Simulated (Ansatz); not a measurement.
Reactions of CH$_{4}$FNOSi (`O[SiH2]N=CF`).

Program: Ansatz. Geometries: PBE0-D4/def2-TZVP. ΔE: electronic, gas phase. CBS: MP2 limit from def2 TZ/QZ plus the TZ coupled-cluster correction, frozen cores. This one scheme is used for every species. Double bonds are as drawn, so ΔE can hold a change between cis and trans. For Ge, Se outer-core shells are correlated without core-valence functions, which leaves a few kJ/mol of doubt a bond. Scalar relativity is left out up to krypton. Each species was taken in one conformer, which may not be the lowest.

Task: Order these by ΔE at CCSD(T)/CBS, lowest first. (Estimate.)
A. `O[SiH2]/N=C/F` + `CC1(F)[SiH2][Se]1` → `C[SiH2]/N=C/F` + `OC1(F)[SiH2][Se]1`
B. `O[SiH2]/N=C/F` + H₂S → `O[SiH2]S` + `N=CF`
C. `O[SiH2]/N=C/F` → `OC1(F)N[SiH2]1`
D. `O[SiH2]/N=C/F` + `[F][GeH2][CH2]Cl` → `F/C=N/[SiH2]F` + `[OH][GeH2][CH2]Cl`

Result: D (-4.6 kcal/mol), B (-1.2 kcal/mol), A (+31.4 kcal/mol), C (+60.3 kcal/mol).

Largest T1 diagnostic: 0.013, for `F/C=N/[SiH2]F`.
